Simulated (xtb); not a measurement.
B(F)(SeH)2 (BFH2Se2), SMILES [SeH]B([SeH])F. All values are semi-empirical tight-binding results from xtb (GFN2-xTB unless named), good for trends rather than for accurate numbers. Geometry: GFN2-xTB. The structure was generated by enumeration, and PubChem lists no compound with its InChIKey, so it may never have been made. One conformer was computed; it need not be the lowest.

Optimised geometry:

Bond lengths (Å): B1–F2 1.320, B1–Se3 1.930, B1–Se5 1.920, Se3–H4 1.437, Se5–H6 1.445. Angles (°): F2–B1–Se3 117.9, F2–B1–Se5 117.5, Se3–B1–Se5 124.6, B1–Se3–H4 95.8, B1–Se5–H6 96.7.

Computed properties:
```json
{
 "point_group_as_xtb_finds_it": "Cs",
 "orbital_gap": "3.93 eV",
 "zero_point_energy": "13.0 kcal/mol",
 "G − E(el) at 298.15 K (modified RRHO)": "-6.9 kcal/mol",
 "static polarisability (D4 model)": "69.2 bohr³",
 "solvation energy, GFN2-xTB/ALPB(water)": "-1.9 kcal/mol",
 "solvation energy, GFN2-xTB/ALPB(methanol)": "-3.9 kcal/mol"
}
```

Computed atomic charges and the Wiberg bond orders between heavy atoms:
charges (e) B1 0.43, F2 -0.26, Se3 -0.26, H4 0.16, Se5 -0.22, H6 0.15. Bond orders B1–F2 1.09, B1–Se3 1.14, B1–Se5 1.15.
